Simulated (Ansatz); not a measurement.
CH$_{3}$FMoO$_{2}$ (`[CH3][Mo](=[O])(=[O])[F]`). The species carries charge 0 and has multiplicity 1. Correlated methods include outer-core shells of Mo, which these sets cover unevenly. Mo: def2 effective core potential.

```xyz
8

C     0.4507    0.4573   -0.8930
Mo   -0.4079   -0.4102    0.8055
O    -0.2144    0.7131    2.0255
O    -2.0374   -0.5391    0.4651
F     0.4012   -2.0305    1.1601
H    -0.0208    1.4157   -1.1176
H     1.5168    0.6144   -0.7056
H     0.3118   -0.2207   -1.7400
```

Problem. Give the diagnostics of a CCSD(T)/def2-TZVPP run (frozen core, the Gaussian-basis code of Ansatz). (An estimate is asked.)

Solution. The calculation gave: T1 = 0.0247, largest single amplitude 0.058, largest double 0.045, (T) share of the correlation energy 5.6 %, 14 CCSD cycles. The RHF solution is stable towards an unrestricted one. T1 lies over the customary mark of 0.02 for closed shells; compounds of d metals often pass it without a breakdown.
